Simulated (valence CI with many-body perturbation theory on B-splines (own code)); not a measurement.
E1 transitions of W41+

Method: configuration interaction combined with many-body perturbation theory (CI+MBPT): five valence electrons over a frozen Dirac-Fock core [Ar] 3d10, a basis of 11 s, 11 p, 10 d, 8 f, 5 g, 2 h functions for each j, with the one-electron correlation potential Σ1 (screened to all orders), the two-electron term Σ2, the three-electron term Σ3, Breit, model QED; selected single and double excitations, second order for the rest, scaled by the run's own slope (own B-spline code, finite nucleus).

The last digits are not significant, and no measured levels were compared; by estimate large intervals hold to a few tenths of a per cent, small ones and those within an open d or f shell to about a per cent. Among the levels kept, up to 2100 cm⁻¹ of a level comes from second order outside the variational space, and about a tenth of that is noise between levels of different J, which matters for small intervals.

Lines 51 to 100 of 519 in falling wavelength, among levels below 4406.3 × 10³ cm⁻¹, chosen from the strongest by gf and those to the six lowest levels. Wavelengths and rates use the calculated energies. Electric multipoles are in the length gauge, E1 and E2 with the static RPA response of the core. Weak lines are less certain than strong ones. Lines between different terms over intervals too small for the method are left out, as are lines whose strength nearly cancels. Where a level lies close to another of its J and parity, the split of strength between their lines is uncertain. The highest levels of a list are the least certain.

Levels are named by their leading jj configuration (3d3/2^4 stands for four electrons in 3d with j = 3/2), which in mixed levels can hold well under half, so a name can repeat and another be missing. Letters in brackets count levels of one name in rising energy.

```csv
λ vac (Å),Upper,Lower,A (s⁻¹),S (a.u.)
109.5,(4s 4p1/2^2 4p3/2 4d5/2) J=7/2 [b],(4s^2 4p1/2 4p3/2 4d5/2) J=9/2,1.62e+10,8.40e-02
107.7,(4s 4p1/2^2 4p3/2^2) J=3/2,(4s^2 4p1/2 4p3/2^2) J=3/2,1.11e+10,2.75e-02
106.7,(4s 4p1/2 4p3/2^2 4d5/2) J=9/2 [c],(4s^2 4p3/2^2 4d5/2) J=9/2,1.87e+10,1.12e-01
105.3,(4s 4p1/2^2 4p3/2 4d3/2) J=5/2 [b],(4s^2 4p1/2 4p3/2 4d3/2) J=7/2,2.20e+10,7.59e-02
104.8,(4s 4p1/2 4p3/2^2 4d5/2) J=7/2 [f],(4s^2 4p3/2^2 4d5/2) J=9/2,1.64e+10,7.45e-02
103.8,(4s 4p1/2 4p3/2^2 4d3/2) J=5/2 [f],(4s^2 4p3/2^2 4d3/2) J=7/2,2.42e+10,8.00e-02
87.76,(4s^2 4p1/2 4p3/2 4d3/2) J=3/2 [a],(4s^2 4p1/2 4p3/2^2) J=1/2,1.93e+09,2.58e-03
87.56,(4s^2 4p1/2 4p3/2 4d3/2) J=1/2 [a],(4s^2 4p1/2 4p3/2^2) J=1/2,1.57e+09,1.04e-03
83.83,(4s^2 4p1/2 4p3/2 4d3/2) J=5/2 [a],(4s^2 4p1/2 4p3/2^2) J=5/2,6.53e+09,1.14e-02
83.69,(4s^2 4p1/2 4p3/2 4d3/2) J=3/2 [a],(4s^2 4p1/2 4p3/2^2) J=5/2,6.37e+09,7.37e-03
81.68,(4s 4p1/2^2 4d3/2 4d5/2) J=7/2 [b],(4s 4p1/2^2 4p3/2 4d5/2) J=7/2 [a],2.11e+10,4.55e-02
80.84,(4s^2 4p1/2 4p3/2 4d3/2) J=7/2,(4s^2 4p1/2 4p3/2^2) J=5/2,3.01e+08,6.27e-04
80.71,(4s^2 4p1/2 4p3/2 4d3/2) J=3/2 [a],(4s^2 4p1/2 4p3/2^2) J=3/2,3.76e+09,3.90e-03
80.60,(4s^2 4p1/2^2 4d3/2) J=3/2,(4s^2 4p1/2^2 4p3/2) J=3/2,1.18e+10,1.21e-02
80.54,(4s^2 4p1/2 4p3/2 4d3/2) J=1/2 [a],(4s^2 4p1/2 4p3/2^2) J=3/2,4.27e+09,2.20e-03
76.84,(4s 4p1/2^2 4p3/2 4d3/2) J=5/2 [a],(4s^2 4p1/2^2 4d5/2) J=5/2,7.15e+08,9.60e-04
76.47,(4s^2 4p1/2 4p3/2 4d5/2) J=3/2 [a],(4s^2 4p1/2 4p3/2^2) J=1/2,7.22e+08,6.37e-04
76.37,(4s 4p1/2^2 4p3/2 4d3/2) J=3/2 [a],(4s^2 4p1/2^2 4d5/2) J=5/2,6.70e+09,5.89e-03
74.98,(4s 4p1/2^2 4d3/2 4d5/2) J=9/2,(4s 4p1/2^2 4p3/2 4d5/2) J=9/2,2.90e+10,6.04e-02
73.89,(4s^2 4p1/2 4p3/2 4d3/2) J=5/2 [b],(4s^2 4p1/2 4p3/2^2) J=5/2,1.57e+09,1.87e-03
73.78,(4s^2 4p1/2 4p3/2 4d5/2) J=7/2 [a],(4s^2 4p1/2 4p3/2^2) J=5/2,7.39e+08,1.17e-03
73.37,(4s^2 4p1/2 4p3/2 4d5/2) J=3/2 [a],(4s^2 4p1/2 4p3/2^2) J=5/2,2.48e+09,1.93e-03
72.99,(4s^2 4p1/2^2 4f5/2) J=5/2,(4s^2 4p1/2^2 4d5/2) J=5/2,1.04e+10,1.20e-02
71.76,(4s^2 4p1/2 4p3/2 4d5/2) J=5/2 [a],(4s^2 4p1/2 4p3/2^2) J=5/2,3.15e+10,3.44e-02
71.56,(4s^2 4p1/2 4p3/2 4d3/2) J=5/2 [b],(4s^2 4p1/2 4p3/2^2) J=3/2,1.00e+10,1.09e-02
71.41,(4s^2 4p1/2 4d5/2^2) J=9/2 [a],(4s^2 4p1/2 4p3/2 4d5/2) J=9/2,1.71e+10,3.07e-02
71.19,(4s^2 4p1/2 4d3/2 4d5/2) J=5/2,(4s^2 4p1/2 4p3/2 4d3/2) J=3/2 [b],2.80e+10,2.99e-02
71.07,(4s 4p1/2^2 4p3/2 4d3/2) J=3/2 [b],(4s^2 4p1/2^2 4d5/2) J=5/2,1.04e+10,7.36e-03
71.07,(4s^2 4p1/2 4p3/2 4d5/2) J=3/2 [a],(4s^2 4p1/2 4p3/2^2) J=3/2,1.83e+10,1.30e-02
71.05,(4s^2 4p1/2 4p3/2 4d3/2) J=3/2 [b],(4s^2 4p1/2 4p3/2^2) J=3/2,1.33e+09,9.38e-04
70.71,(4s^2 4p1/2 4p3/2 4d3/2) J=1/2 [b],(4s^2 4p1/2 4p3/2^2) J=3/2,4.16e+09,1.45e-03
70.69,(4s^2 4p1/2 4p3/2 4f5/2) J=9/2,(4s^2 4p1/2 4p3/2 4d5/2) J=7/2 [b],1.71e+10,2.99e-02
70.68,(4s 4p1/2^2 4p3/2 4d5/2) J=5/2 [a],(4s 4p1/2^2 4p3/2^2) J=5/2,4.48e+10,4.69e-02
70.62,(4s^2 4p1/2 4d3/2 4d5/2) J=9/2,(4s^2 4p1/2 4p3/2 4d3/2) J=7/2,5.08e+10,8.83e-02
70.33,(4s 4p1/2^2 4d3/2 4d5/2) J=3/2 [b],(4s 4p1/2^2 4p3/2 4d3/2) J=3/2 [b],4.69e+10,3.22e-02
70.16,(4s^2 4p1/2^2 4d5/2) J=5/2,(4s^2 4p1/2^2 4p3/2) J=3/2,6.20e+10,6.34e-02
70.15,(4s^2 4p1/2 4d3/2 4d5/2) J=7/2 [a],(4s^2 4p1/2 4p3/2 4d3/2) J=5/2 [a],4.58e+10,6.25e-02
69.85,(4s^2 4p3/2 4d5/2^2) J=7/2,(4s^2 4p3/2^2 4d5/2) J=9/2,2.80e+10,3.77e-02
69.85,(4s 4p1/2^2 4d3/2 4d5/2) J=5/2 [b],(4s 4p1/2^2 4p3/2 4d3/2) J=3/2 [b],4.37e+10,4.41e-02
69.77,(4s^2 4p3/2 4d3/2 4d5/2) J=5/2 [c],(4s^2 4p3/2^2 4d3/2) J=3/2 [b],3.76e+10,3.78e-02
69.56,(4s^2 4p1/2 4p3/2 4d5/2) J=5/2 [a],(4s^2 4p1/2 4p3/2^2) J=3/2,7.60e+09,7.58e-03
69.39,(4s^2 4p3/2^2 4f5/2) J=9/2,(4s^2 4p3/2^2 4d3/2) J=7/2,5.60e+10,9.24e-02
69.13,(4s 4p1/2^2 4d3/2 4d5/2) J=7/2 [b],(4s^2 4p1/2^2 4f5/2) J=5/2,3.38e+10,4.40e-02
68.96,(4s 4p1/2^2 4d3/2 4d5/2) J=7/2 [a],(4s 4p1/2^2 4p3/2 4d3/2) J=5/2 [a],1.09e+11,1.42e-01
68.92,(4s^2 4p3/2 4d3/2 4d5/2) J=3/2 [b],(4s^2 4p3/2^2 4d3/2) J=3/2 [b],5.84e+10,3.78e-02
68.49,(4s 4p1/2^2 4d3/2 4d5/2) J=5/2 [a],(4s 4p1/2^2 4p3/2 4d3/2) J=3/2 [a],1.09e+11,1.04e-01
68.37,(4s 4p1/2^2 4p3/2 4d5/2) J=1/2,(4s 4p1/2^2 4p3/2^2) J=1/2,2.72e+11,8.57e-02
68.36,(4s^2 4p1/2 4p3/2 4d5/2) J=3/2 [b],(4s^2 4p1/2 4p3/2^2) J=1/2,1.18e+11,7.42e-02
68.22,(4s^2 4p3/2^2 4f5/2) J=7/2,(4s^2 4p3/2^2 4d3/2) J=5/2,5.62e+10,7.05e-02
68.17,(4s 4p1/2^2 4d3/2 4d5/2) J=9/2,(4s 4p1/2^2 4p3/2 4d3/2) J=7/2,7.43e+10,1.16e-01
```
